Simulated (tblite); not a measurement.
Compound: C₇H₁₂Ge.
Numbering: `[CH:1]#[C:2][GeH:3]1[CH2:4][CH2:5][CH2:6][CH2:7][CH2:8]1` (hydrogens: H9 on C1; H10 on Ge3; H11, H12 on C4; H13, H14 on C5; H15, H16 on C6; H17, H18 on C7; H19, H20 on C8)

Structure used (GFN2-xTB), in Å, numbered top down from 1:
```
atom  x, y, z in Å
C1     3.1673    1.7278    0.0053
C2     2.4445    0.7712   -0.0911
Ge3    1.2407   -0.7011   -0.2320
C4    -0.0973   -0.3342   -1.6433
C5    -1.0892    0.7053   -1.1287
C6    -1.7948    0.2762    0.1581
C7    -0.8940    0.3057    1.3932
C8     0.1395   -0.8174    1.4083
H9     3.8125    2.5564    0.0874
H10    2.0936   -1.9260   -0.4929
H11   -0.6280   -1.2569   -1.8854
H12    0.3679    0.0212   -2.5635
H13   -1.8432    0.8945   -1.8993
H14   -0.5643    1.6478   -0.9472
H15   -2.2019   -0.7307    0.0301
H16   -2.6357    0.9532    0.3304
H17   -1.5190    0.2302    2.2886
H18   -0.3804    1.2708    1.4339
H19    0.7466   -0.7501    2.3119
H20   -0.3701   -1.7825    1.4330
```

Level: GFN2-xTB in tblite, geometry and Hessian alike; calculated harmonic values, unscaled, isolated species. This tight-binding method is rough: wavenumbers can miss measured ones by several per cent, in bad cases by 10 to 20. Modes of hydrogen on germanium can be 10 to 20 % off. One conformer, not necessarily the lowest.

Harmonic wavenumbers (cm⁻¹): 53.7, 83.1, 142.2, 186.7, 214.5, 284.1, 288.4, 340.1, 353.3, 474.6, 494.3, 550.1, 567.5, 628.4, 649.6, 670.7, 689.7, 723.9, 776.3, 847.4, 895.3, 927.1, 971.9, 1000.6, 1051.2, 1080.6, 1126.3, 1161.4, 1187.9, 1210.8, 1245.7, 1277.8, 1284.7, 1347.8, 1357.2, 1358.9, 1458.4, 1458.7, 1488.5, 1490.2, 1502.4, 1896.2, 2183.1, 2934.1, 2936.5, 2949.7, 2951.1, 2953.1, 2955.3, 2965.1, 2970.0, 2972.4, 2973.6, 3341.4.

A = 2089, B = 1118, C = 1089 MHz; mass 170.015 u (most abundant isotopes); point group Cs, symmetry number 1.

**Question.** What is the zero-point energy?

**Answer.** ½Σν̃ = 35942 cm⁻¹ = 429.96 kJ/mol.

**Question.** What is S at 200 K and 1 bar for an ideal gas of classical rigid rotors and harmonic oscillators?

**Answer.** Translation 164.61, rotation 117.30, vibration 68.54: S = 350.4 J/(mol K).

**Question.** And Cp and H(200 K) − H(0)?

**Answer.** Cp = 117.50 J/(mol K), of which vibrations give 84.24 (their classical limit is 54 R = 449.0); H(200 K) − H(0) = 14.50 kJ/mol without the zero-point energy, 7.85 from vibrations.

**Question.** Blend soft modes into free rotors: weight 1/[1 + (100 cm⁻¹/ν̃)⁴] for the oscillator and the rest for a rotor with moment μB/(μ + B), μ = h/(8π²ν), B = 10⁻⁴⁴ kg m². What vibrational entropy results?

**Answer.** 64.62 J/(mol K) in place of 68.54, which changes −T·S at 200 K by +0.78 kJ/mol.

**Question.** How do the functions run with temperature in this model?

**Answer.** 
| T (K) | S (J/(mol K)) | Cp (J/(mol K)) | H − H(0) (kJ/mol) | G − H(0) (kJ/mol) | ln q(vib) |
| --- | --- | --- | --- | --- | --- |
| 100 | 286.6 | 72.2 | 5.04 | -23.63 | 1.29 |
| 300 | 407.0 | 164.5 | 28.60 | -93.49 | 5.95 |
| 500 | 511.1 | 245.8 | 70.05 | -185.49 | 11.05 |
| 800 | 645.3 | 324.7 | 156.67 | -359.59 | 18.61 |
| 1000 | 721.7 | 359.4 | 225.26 | -496.45 | 23.37 |

q(vib) and H(0) count from the zero-point level.

Hindered rotation and anharmonicity are outside this model. Other conformers, if any are populated, would add a mixing term that is left out.
